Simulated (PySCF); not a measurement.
NICS in one family of compounds.

Probes without a nucleus sit at each ring's centroid and 1 Å off its mean plane on both sides; NICS is minus the shielding there, NICSzz its component along the normal. Level: GIAO PBE0/pcSseg-1 (PySCF, non-relativistic, gas phase) on the GFN2-xTB geometries, one conformer each. Atom numbers follow the mapped SMILES.

Question: Order these rings by mean NICS(1)zz, lowest (most negative) first (ppm).
A. ring C4–C5–C6–C7–C8–C9 in `[CH3:1][PH2+:2][CH2:3][c:4]1[cH:5][cH:6][cH:7][cH:8][cH:9]1` (charge +1)
B. ring C3–C4–C5–C6–S7 in `[CH3:1][PH2+:2][c:3]1[cH:4][cH:5][cH:6][s:7]1` (charge +1)
C. ring C3–C4–C5–C6–C8–C9 in `[CH3:1][PH2+:2][c:3]1[cH:4][cH:5][c:6]([Cl:7])[cH:8][cH:9]1` (charge +1)

Answer: A (-28.6), B (-27.4), C (-25.4).

```json
{"SMILES": "C[PH2+]Cc1ccccc1", "ring": "6-membered carbocycle; formal bonds all aromatic", "NICS(0)": "-8.6", "NICS(1)": "-11.4", "NICS(1)zz": "-28.6", "HOMA": "1.00", "rms pucker (Å)": "0.00", "ring atoms with four or more neighbours": "0"}
{"SMILES": "C[PH2+]c1cccs1", "ring": "5-membered ring with S; formal bonds all aromatic", "NICS(0)": "-12.5", "NICS(1)": "-11.7", "NICS(1)zz": "-27.4", "HOMA": "0.85", "rms pucker (Å)": "0.00", "ring atoms with four or more neighbours": "0"}
{"SMILES": "C[PH2+]c1ccc(Cl)cc1", "ring": "6-membered carbocycle; formal bonds all aromatic", "NICS(0)": "-8.2", "NICS(1)": "-10.5", "NICS(1)zz": "-25.4", "HOMA": "0.98", "rms pucker (Å)": "0.00", "ring atoms with four or more neighbours": "0"}
```

NICS(0) gives another order. The isotropic NICS(1) gives another order. HOMA uses Krygowski's 1993 parameters. NICS(1) and NICS(1)zz are means over the two faces.
